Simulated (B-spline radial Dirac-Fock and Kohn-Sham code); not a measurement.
**Auger decay of the 3d5/2 hole in Pr⁵⁺**

System: the Pr⁵⁺ ion, configuration [Kr] 4d10 5s2 5p6, inside a Watson sphere of charge -5 and radius 2.7 Å (a model of the Madelung potential; inside it an electron's potential energy is raised by 26.7 eV).

The run's input, task.json:

```json
{"items": [{
  "Z": 59,
  "q": 5,
  "cfg": [[1, 0, 2], [2, 0, 2], [2, 1, 6], [3, 0, 2], [3, 1, 6], [3, 2, 10], [4, 0, 2], [4, 1, 6], [4, 2, 10], [5, 0, 2], [5, 1, 6]],
  "A": 141,
  "rrms": 4.8919,
  "watson": [-5, 2.7],
  "do": ["binding", "quiet", "decay"],
  "holes": ["K", "L1", "L2", "L3", "M1", "M2", "M3", "M4", "M5", "N1", "N2", "N3", "N4", "N5"]
}]}
```

Command: `python xray_run.py task.json out`

The computed values come from a radial finite-basis atomic code: one-electron (LDA, Dirac) transition rates at Dirac-Fock energies. Kinetic energies are configuration averages from the vacuum level; the two-hole energies are estimated from single-hole states.

```
transition  kinetic energy (eV)  width (meV)  share (%)
   M5-N1N3                314.1         5.31        0.7
   M5-N2N3                378.1         12.2        1.5
   M5-N3N3                399.2         9.36        1.1
   M5-N1N4                423.6         8.14        1.0
   M5-N1N5                427.5         86.2       10.6
   M5-N2N5                493.0         84.0       10.3
   M5-N3N4                511.1         7.67        0.9
   M5-N3N5                516.4          138       17.0
   M5-N4N5                626.2          182       22.3
   M5-N5N5                630.3          210       25.8
   M5-N3O3                637.8         2.66        0.3
   M5-N5O1                724.4         16.0        2.0
   M5-N5O2                748.1         15.8        1.9
   M5-N5O3                752.6         26.6        3.3
```

The listed channels hold 99 % of the non-radiative rate. Summed by principal shells, of 0.815 eV in all: MNN 91.6 %, MNO 8.3 %.
